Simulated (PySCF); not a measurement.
CH₆O₂SSi, SMILES O[Si](C)(S)O. The structure is a stationary point at PBE-D3(BJ)/def2-SVP. Other conformers were not sampled.

Q: Give the equilibrium geometry at PBE-D3(BJ)/def2-SVP (PySCF confirms it by a frequency run) as a Z-matrix. (Estimate from the structure and the level; the computed values follow.)

A: One answer among several that fit: 
```
Si
O 1 1.6695
H 2 0.9737 1 114.13
O 1 1.6781 2 107.05 3 -57.92
H 4 0.9728 1 115.06 2 162.64
C 1 1.8666 2 105.41 3 179.38
H 6 1.1076 1 111.24 2 179.55
H 6 1.1087 7 108.32 1 -122.05
H 6 1.1089 7 108.66 8 -117.01
S 1 2.1749 2 113.69 3 57.23
H 10 1.3622 1 93.72 2 79.40
```
